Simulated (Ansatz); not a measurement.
`COCC(F)(F)F`, charge 0, multiplicity 1.

Question: Give a relaxed structure at PBE0-D4/def2-TZVP (the Gaussian-basis code of Ansatz). (An estimate is asked.)

Answer: Ansatz gave: 
```xyz
12

C     0.327   -1.343    1.033
O     0.486    0.059    1.035
C     0.563    0.647   -0.221
C    -0.793    0.959   -0.830
F    -0.625    1.610   -1.990
F    -1.505   -0.147   -1.092
F    -1.534    1.727   -0.033
H    -0.662   -1.648    0.680
H     0.455   -1.671    2.064
H     1.092   -1.823    0.409
H     1.082    1.602   -0.113
H     1.114    0.029   -0.942
```
This is one stationary point; other conformers may exist.
